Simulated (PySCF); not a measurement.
Continuum solvent and chemical shifts

Molfile (atoms numbered from 1):
```
C4H9NOSi
     RDKit          3D

 16 16  0  0  0  0  0  0  0  0999 V2000
    1.9179    0.8655    0.8489 C   0  0  0  0  0  0  0  0  0  0  0  0
    1.4772   -0.3125    0.7332 N   0  0  0  0  0  0  0  0  0  0  0  0
    0.5401   -0.6269   -0.3116 C   0  0  1  0  0  0  0  0  0  0  0  0
   -0.7310   -1.2352    0.3083 C   0  0  0  0  0  0  0  0  0  0  0  0
   -1.6418   -0.0799    0.7485 C   0  0  0  0  0  0  0  0  0  0  0  0
   -1.3104    1.1526   -0.6390 Si  0  0  0  0  0  4  0  0  0  0  0  0
    0.1584    0.4679   -1.1206 O   0  0  0  0  0  0  0  0  0  0  0  0
    1.6302    1.6874    0.1701 H   0  0  0  0  0  0  0  0  0  0  0  0
    2.6318    1.0900    1.6541 H   0  0  0  0  0  0  0  0  0  0  0  0
    1.0413   -1.3674   -0.9588 H   0  0  0  0  0  0  0  0  0  0  0  0
   -1.2365   -1.8366   -0.4644 H   0  0  0  0  0  0  0  0  0  0  0  0
   -0.4575   -1.9082    1.1336 H   0  0  0  0  0  0  0  0  0  0  0  0
   -1.3116    0.3391    1.7128 H   0  0  0  0  0  0  0  0  0  0  0  0
   -2.6909   -0.3886    0.8594 H   0  0  0  0  0  0  0  0  0  0  0  0
   -2.2898    1.1104   -1.7648 H   0  0  0  0  0  0  0  0  0  0  0  0
   -1.1247    2.5722   -0.2153 H   0  0  0  0  0  0  0  0  0  0  0  0
  1  2  2  0
  2  3  1  0
  3  4  1  0
  4  5  1  0
  5  6  1  0
  6  7  1  0
  7  3  1  0
  1  8  1  0
  1  9  1  0
  3 10  1  6
  4 11  1  0
  4 12  1  0
  5 13  1  0
  5 14  1  0
  6 15  1  0
  6 16  1  0
M  END
```

GIAO PBE0/pcSseg-1 in PySCF 2.14.0 with density-fitted response routines on one PBE0-D3(BJ)/def2-SVP conformer, non-relativistic, equivalent nuclei averaged. Solvents enter as an IEF-PCM continuum (cyclohexane with ε = 2.0) around the gas-phase geometry. Shifts are referred to TMS computed in the same medium.

Gas phase, δ in ppm: C1 154.3, C3 95.7, C4 33.6, C5 4.7, Si6 5.5, H8 7.62, H9 7.36, H10 5.76, H16 4.98, H15 4.93, H12 2.45, H11 1.82, H13 0.74, H14 0.68. Dipole moment 1.38 D.

Question: How does each δ change in the continuum?

Answer: 
```tsv
atoms	environment	Δδ, cyclohexane
C1	C=N carbon	+1.7
C3	sp3 CH bonded to N and O	+0.5
C4	sp3 CH2 in a ring	+0.3
C5	sp3 CH2 bonded to Si	+0.3
Si6	silicon bonded to C, O, 2 H, in a 5-membered ring	+0.6
H8	hydrogen on a C=N carbon	+0.03
H9	hydrogen on a C=N carbon	+0.05
H10	hydrogen on an sp3 CH bonded to N and O	+0.02
H16	hydrogen on a silicon bonded to C, O, in a 5-membered ring	-0.01
H15	hydrogen on a silicon bonded to C, O, in a 5-membered ring	-0.02
H12	hydrogen on an sp3 CH2 in a ring	-0.02
H11	hydrogen on an sp3 CH2 in a ring	+0.07
H13	hydrogen on an sp3 CH2 bonded to Si	+0.04
H14	hydrogen on an sp3 CH2 bonded to Si	+0.09
```

Changes are relative to the gas phase. The dipole moment becomes 1.53 D in cyclohexane.

Question: Which of the listed nuclei move most (in ppm), and what does the model miss? (N and O are left out, as their reference compounds move with the solvent too.)

Answer: C1 (C=N carbon, +1.7 ppm) in cyclohexane. A continuum only polarises the solute; specific hydrogen bonds, the anisotropy of aromatic solvents and changes of geometry or conformer are outside it.
